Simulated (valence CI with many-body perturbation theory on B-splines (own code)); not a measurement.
**Pb II: what the settings do**

Calculated by valence CI with perturbative core correlation (CI+MBPT): three valence electrons over a frozen Dirac-Fock core [Xe] 4f14 5d10, radial functions for each j: 6 s, 6 p, 5 d, 3 f, 1 g, with the one-electron correlation potential Σ1 (screened to all orders), the two-electron term Σ2, the three-electron term Σ3, Breit, model QED; selected single and double excitations, second order for the rest, scaled by the run's own slope (own B-spline code, finite nucleus).

Against 14 measured levels this calculation errs by 256 cm⁻¹ on average and by 994 at most. These come from a selection out of the NIST Handbook of Basic Atomic Spectroscopic Data. Levels without a partner in it may be off by more.

The reference run has the lowest level 6s2 6p 2P°_1/2 and an ionisation energy of 15.0002 eV. Its largest variational space holds 4393 state functions.

Names give the largest LS component (configuration and term), which can be under half, so a name can repeat, a term be missing and a line seem to break the LS rules; names also repeat where a configuration has a term twice.

Changed runs:
A. cutoff of virtual states (hartree) 13448 → 1000
B. QED terms on → off
C. Breit term on → off; highest l with Σ1, explicit Σ2 and valence Breit (higher l get mean screening factors) 3 → 1
D. correlating orbitals by l 3 3 3 2 1 → 0 0 0 0 0 (bad on purpose)

Excitation energies of the reference run in cm⁻¹, and shifts in cm⁻¹:

```tsv
Level	Reference	A	B	C	D
6s2 6p 2P°_3/2	14380	-1.9	-13	+187	-81
6s 6p2 4P_1/2	57130	-3.3	+315	-171	-1049
6s2 7s 2S_1/2	59707	-6.0	-82	-94	-224
6s 6p2 4P_3/2	65576	-4.6	+300	-77	-1284
6s2 6d 2D_5/2	68895	-6.1	+134	-788	-473
6s2 6d 2D_3/2	69922	-6.9	+29	-1361	-395
6s 6p2 4P_5/2	73887	-6.1	+165	-831	-574
6s2 7p 2P°_1/2	74451	-6.2	-38	-54	-458
6s2 7p 2P°_3/2	77247	-6.4	-40	-31	-464
6s 6p2 2D_3/2	83146	-5.7	+234	+1.2	+2143
6s2 8s 2S_1/2	88186	-7.1	-55	-936	+418
6s 6p2 2P_1/2	88850	-5.4	+288	+385	+2083
Ionisation energy (eV)	15.0002	-0.0010	-0.0056	-0.0067	-0.0996
```
